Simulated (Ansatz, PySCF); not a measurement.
Gas-phase reaction R1 → P1, each structure at its B3LYP-D3(BJ)/def2-TZVP stationary point, reached from a drawn start; harmonic modes at that level show minima.
R1, HOS (SMILES [O]S) (charge 0, multiplicity 2, Z-matrix in Å and degrees):
```
S
O 1 1.5055
H 1 1.3768 2 104.45
```
P1, HOS (SMILES O[S]) (charge 0, multiplicity 2, Z-matrix in Å and degrees):
```
O
H 1 0.9684
S 1 1.6399 2 108.98
```

P less R. No zero-point or thermal terms; open shells are unrestricted.

Programs: Ansatz (a program for electronic structure) with Gaussian orbitals; PySCF for M06-2X and the D3/D4 terms. All values are computed, each at the level named.

**Question.** One of these levels gives 1.53 kcal/mol for the reaction energy. Which?
A) HF/aug-cc-pV(T+d)Z
B) CAM-B3LYP-D4/def2-TZVPPD
C) revPBE-D3(BJ)/def2-TZVPPD
D) M06-2X/def2-TZVPPD

**Answer.** B, CAM-B3LYP-D4/def2-TZVPPD. The others give -1.96 (HF/aug-cc-pV(T+d)Z), 5.20 (revPBE-D3(BJ)/def2-TZVPPD), 0.06 (M06-2X/def2-TZVPPD)
